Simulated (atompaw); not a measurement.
## Reading a pseudo-wave (Mn)

Columns: radius, all-electron u(r) and pseudo u(r) of the 4s shell (level -5.11 eV) of manganese in the configuration [Ne] 3s2 3p6 3d5 4s2 4p0; PBE, scalar-relativistic, PAW (atompaw) scheme, atompaw 4.2.0.5.

```csv
r (bohr),all-electron,pseudo
0.062,-0.0446,-0.1407
0.123,0.1036,-0.2732
0.185,0.1625,-0.3959
0.246,0.1274,-0.5001
0.308,0.0414,-0.5850
0.369,-0.0557,-0.6450
0.431,-0.1441,-0.6807
0.492,-0.2099,-0.6905
0.554,-0.2518,-0.6761
0.615,-0.2690,-0.6400
0.677,-0.2652,-0.5843
0.738,-0.2444,-0.5144
0.800,-0.2100,-0.4325
0.862,-0.1659,-0.3437
0.923,-0.1162,-0.2538
0.985,-0.0619,-0.1632
1.046,-0.0067,-0.0777
1.108,0.0496,0.0034
1.169,0.1041,0.0763
1.231,0.1575,0.1428
1.292,0.2076,0.2009
1.354,0.2556,0.2534
1.415,0.2997,0.2993
1.477,0.3413,0.3413
1.538,0.3788,0.3788
1.600,0.4136,0.4136
```

(1) How many radial nodes do the two functions have?

(2) Is the pseudo-wave norm-conserving?

Results:

(1) The all-electron 4s function has n − l − 1 = 3; the pseudo-wave has 1, since 1 lower shell of the same l stays in the valence.

(2) No, it belongs to a PAW set: the norm inside the radius is not constrained, and the difference is carried by the augmentation charge.
